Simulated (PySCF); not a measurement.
**Mayer bond orders and bond lengths**

Species: C4H12P2Si.
Atom-mapped SMILES: `[PH2:1][SiH2:2][PH:3][CH:4]1[CH2:5][CH2:6][CH2:7]1` (hydrogens: H8, H9 on P1; H10, H11 on Si2; H12 on P3; H13 on C4; H14, H15 on C5; H16, H17 on C6; H18, H19 on C7)

Structure used (GFN2-xTB), in Å, numbered top down from 1:
```xyz
19
C4H12P2Si angstrom
P      4.2331    0.7798    0.1650
Si     2.2119    0.1307   -0.5690
P      0.8525   -0.5100    1.0985
C     -0.6912   -0.7560    0.1062
C     -1.2715    0.4126   -0.7103
C     -2.6617    0.0812   -0.1494
C     -2.0122   -0.8358    0.8961
H      4.3696   -0.2440    1.0820
H      3.7565    1.6476    1.1292
H      2.4279   -1.0437   -1.4236
H      1.7254    1.2265   -1.4210
H      0.5390    0.7776    1.5327
H     -0.5345   -1.6468   -0.5088
H     -0.9076    1.3838   -0.3762
H     -1.1514    0.3437   -1.7893
H     -3.2307    0.9219    0.2422
H     -3.2796   -0.4657   -0.8586
H     -1.9410   -0.3668    1.8770
H     -2.4445   -1.8274    1.0100
```

Bond orders from the PBE0/pcSseg-1 density (PySCF). Isolated species at its GFN2-xTB geometry (one conformer only).

Problem. Where do the orders between heavy atoms depart from those drawn in the SMILES?

Solution. The largest departure is 0.057, at Si2–P3 (drawn single, 0.943).

Problem. Set the Mayer orders of the bonds beside their lengths.

Solution. 
```tsv
bond	drawn as	length (Å)	Mayer order
P1–Si2	single	2.246	0.994
Si2–P3	single	2.245	0.943
P3–C4	single	1.852	0.959
C4–C5	single	1.539	0.976
C5–C6	single	1.535	1.048
C6–C7	single	1.535	1.042
C7–C4	single	1.541	0.985
P1–H8	single	1.381	0.932
P1–H9	single	1.382	0.931
Si2–H10	single	1.468	0.933
Si2–H11	single	1.471	0.905
P3–H12	single	1.395	0.914
C4–H13	single	1.094	0.926
C5–H14	single	1.090	0.942
C5–H15	single	1.088	0.957
C6–H16	single	1.088	0.960
C6–H17	single	1.088	0.949
C7–H18	single	1.090	0.947
C7–H19	single	1.088	0.960
```

By pair of heavy elements: P–Si: lowest Si2–P3 (0.943, 2.245 Å), highest P1–Si2 (0.994, 2.246 Å). C–C: lowest C4–C5 (0.976, 1.539 Å), highest C5–C6 (1.048, 1.535 Å).

Problem. Sum the orders of all bonds at each heavy atom with more than one neighbour and set the sums beside the valence in the SMILES.

Solution. P1 2.857 (drawn 3), Si2 3.775 (drawn 4), P3 2.816 (drawn 3), C4 3.846 (drawn 4), C5 3.923 (drawn 4), C6 3.999 (drawn 4), C7 3.934 (drawn 4). Orders between atoms that aren't bonded are not in these sums.

For a closed shell the Mayer order of atoms A and B is Σ (PS)μν (PS)νμ over the basis functions μ on A and ν on B, with P the density and S the overlap matrix.
